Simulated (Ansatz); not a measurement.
Geometry optimisation, RKS B3LYP/def2-SVP (Ansatz 0.2.0).

Input:

```yaml
crystal:
  periodic: [false, false, false]
  atoms:
    - { symbol: B, position_ang: [-1.7193, -0.0778, 0.8958] }
    - { symbol: C, position_ang: [-0.9395, 0.4434, -0.3643] }
    - { symbol: C, position_ang: [-1.47964, 1.25828, -1.25156] }
    - { symbol: C, position_ang: [-2.96133, 1.76203, -1.22963] }
    - { symbol: S, position_ang: [-0.51356, 1.82651, -2.67511] }
    - { symbol: H, position_ang: [-2.8858, 0.3424, 1.0096] }
    - { symbol: H, position_ang: [-1.2735, -0.7443, 1.705] }
    - { symbol: H, position_ang: [0.08182, 0.13689, -0.55091] }
    - { symbol: H, position_ang: [-3.65585, 0.84441, -1.17872] }
    - { symbol: H, position_ang: [-3.08572, 2.30433, -0.21833] }
    - { symbol: H, position_ang: [-3.19374, 2.39374, -2.00264] }
    - { symbol: H, position_ang: [-0.95405, 0.70767, -3.47202] }
basis:
  gaussian: { orbitals: def2-SVP }
hamiltonian:
  xc: b3lyp
relax:
  f_tol: 0.015
  max_steps: 40
output:
  orbitals: {}
```

Run as:

```bash
$ ansatz run input.yaml --threads 2 --pin off --max-ram 3072MiB --backend cpu --events-out ev --progress --plain --runs-dir out
```

Question: Where does it end, and by what steps?

Answer: The run converged. The force dipped under the threshold on the way, but the program's further checks kept it going. After 23 steps the energy has fallen by 0.920 eV; H12 moved furthest, 1.16 Å.

| step | energy less start (eV) | largest force component (eV/Å) | accepted |
| --- | --- | --- | --- |
| 0 | 0.0000 | 4.209 | yes |
| 1 | -0.4524 | 1.053 | yes |
| 2 | -0.4751 | 0.690 | yes |
| 3 | -0.5761 | 0.309 | yes |
| 4 | -0.6454 | 0.444 | yes |
| 5 | -0.7141 | 0.559 | yes |
| 6 | -0.7556 | 0.748 | yes |
| 7 | -0.8114 | 0.218 | yes |
| 8 | -0.8263 | 0.216 | yes |
| 9 | -0.8377 | 0.193 | yes |
| 10 | -0.8457 | 0.227 | yes |
| 11 | -0.7599 | 1.538 | no |
| 12 | -0.8580 | 0.260 | yes |
| 13 | -0.8623 | 0.346 | yes |
| 14 | -0.8872 | 0.157 | yes |
| 15 | -0.9087 | 0.079 | yes |
| 16 | -0.8379 | 0.468 | no |
| 17 | -0.9154 | 0.066 | yes |
| 18 | -0.9144 | 0.175 | no |
| 19 | -0.9178 | 0.054 | yes |
| 20 | -0.9182 | 0.111 | yes |
| 21 | -0.9201 | 0.008 | yes |
| 22 | -0.9202 | 0.013 | yes |
| 23 | -0.9203 | 0.011 | yes |

```xyz
12
Properties=species:S:1:pos:R:3
B -1.636 0.139 1.124
C -0.976 0.343 -0.237
C -1.532 0.976 -1.316
C -2.902 1.591 -1.366
S -0.563 1.086 -2.792
H -2.751 0.537 1.368
H -1.038 -0.440 2.000
H 0.040 -0.045 -0.391
H -3.507 1.121 -2.160
H -3.422 1.471 -0.408
H -2.834 2.666 -1.601
H -1.460 1.753 -3.554
```

Time of the run: 75 s on 2 threads of Arm Neoverse V1, on a shared host, peak memory 0.24 GiB.
